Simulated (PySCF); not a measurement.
**Relaxation of singlet [MoH7]-**

Computed with PBE0/[Mo def2-TZVPD with ECP28, H def2-TZVPD], scalar-relativistic core potentials, density fitting, no spin–orbit coupling, PySCF. A (50,194) grid was used.

A start displaced from a saddle point along its imaginary mode, of Cs symmetry, held to at least that symmetry:

```xyz
8
charge -1 multiplicity 1, angstrom
Mo   -0.0022   -0.0009    0.0000
H     0.1114    0.0446    1.8270
H     0.1114    0.0446   -1.8270
H     1.7423    0.0024    0.0000
H     0.5439    1.6580    0.0000
H    -1.4172    1.0363    0.0000
H    -1.4227   -1.0356    0.0000
H     0.5473   -1.6637    0.0000
```

Optimiser trace:
```json
{"step": "0", "E − E(last) (kJ/mol)": "169.86", "largest gradient (Eh/bohr)": "0.02731"}
{"step": "1", "E − E(last) (kJ/mol)": "142.87", "largest gradient (Eh/bohr)": "0.03202"}
{"step": "2", "E − E(last) (kJ/mol)": "104.45", "largest gradient (Eh/bohr)": "0.02153"}
{"step": "3", "E − E(last) (kJ/mol)": "48.19", "largest gradient (Eh/bohr)": "0.03000"}
{"step": "4", "E − E(last) (kJ/mol)": "28.01", "largest gradient (Eh/bohr)": "0.04060"}
{"step": "5", "E − E(last) (kJ/mol)": "7.75", "largest gradient (Eh/bohr)": "0.02345"}
{"step": "6", "E − E(last) (kJ/mol)": "4.63", "largest gradient (Eh/bohr)": "0.00197"}
{"step": "7", "E − E(last) (kJ/mol)": "3.99", "largest gradient (Eh/bohr)": "0.00181"}
{"step": "8", "E − E(last) (kJ/mol)": "2.90", "largest gradient (Eh/bohr)": "0.00583"}
{"step": "9", "E − E(last) (kJ/mol)": "2.19", "largest gradient (Eh/bohr)": "0.00662"}
{"step": "10", "E − E(last) (kJ/mol)": "1.25", "largest gradient (Eh/bohr)": "0.00401"}
{"step": "11", "E − E(last) (kJ/mol)": "0.66", "largest gradient (Eh/bohr)": "0.00169"}
{"step": "12", "E − E(last) (kJ/mol)": "0.37", "largest gradient (Eh/bohr)": "0.00153"}
{"step": "13", "E − E(last) (kJ/mol)": "0.22", "largest gradient (Eh/bohr)": "0.00222"}
{"step": "14", "E − E(last) (kJ/mol)": "0.05", "largest gradient (Eh/bohr)": "0.00148"}
{"step": "15", "E − E(last) (kJ/mol)": "0.01", "largest gradient (Eh/bohr)": "0.00057"}
{"step": "16", "E − E(last) (kJ/mol)": "0.00", "largest gradient (Eh/bohr)": "0.00016"}
{"step": "17", "E − E(last) (kJ/mol)": "0.00", "largest gradient (Eh/bohr)": "0.00013"}
```

It ends at C2v with Mo–H 1.674 Å (×2), Mo–H 1.683 Å, Mo–H 1.761 Å (×2), Mo–H 1.782 Å (×2); H–Mo–H 52.6° (×2), H–Mo–H 71.2°, H–Mo–H 71.8° (×2), H–Mo–H 72.6° (×2), H–Mo–H 79.1° (×4), H–Mo–H 105.3°, H–Mo–H 119.6° (×4), H–Mo–H 143.7° (×3), H–Mo–H 144.4° (×2) (after a last refinement on a finer grid). A frequency run shows 3 imaginary modes, down to 844i cm⁻¹, so it is a higher-order saddle point.

Final geometry:
Z-matrix (Å, degrees; charge -1 multiplicity 1):
```
Mo
H  1 1.6738
H  1 1.6738 2 105.28
H  1 1.6828 2 52.64 3 0.00
H  1 1.7615 2 79.09 3 -75.37
H  1 1.7823 2 119.56 3 -137.98
H  1 1.7823 2 119.56 3 137.98
H  1 1.7615 2 79.09 3 75.37
```

Stability towards spin polarisation was not tested.

The relaxation took roughly 90 core-seconds on a shared host.
